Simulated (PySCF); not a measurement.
This script is equivalent to a calculation on Mo (molybdenum, neutral).

```python
from pyscf import gto, scf, dft, mp, cc
import basis_set_exchange as bse
txt = bse.get_basis("cc-pVTZ-PP", elements=["Mo"], fmt="nwchem", header=False)
cut = txt.index("\nECP")
mol = gto.M(atom="Mo 0 0 0", charge=0, spin=6, symmetry="D2h",
            basis=gto.basis.parse(txt[:cut]),
            ecp={"Mo": gto.basis.parse_ecp(txt[cut:])})
mf = scf.UHF(mol)
mf.irrep_nelec = {'Ag': (4, 1), 'B1g': (1, 0), 'B2g': (1, 0), 'B3g': (1, 0), 'B1u': (1, 1), 'B2u': (1, 1), 'B3u': (1, 1)}
mf.kernel()
```

Task: What total energy does it give?

Result: -67.34504 hartree (calculated).

Task: Which occupied shell lies highest, and where?

Result: 5s α, at -6.476 eV.

Task: What is ⟨S²⟩, and what would a pure spin state give?

Result: 12.003, against 12.00.

Energies and moments cover only the electrons outside the core potential.
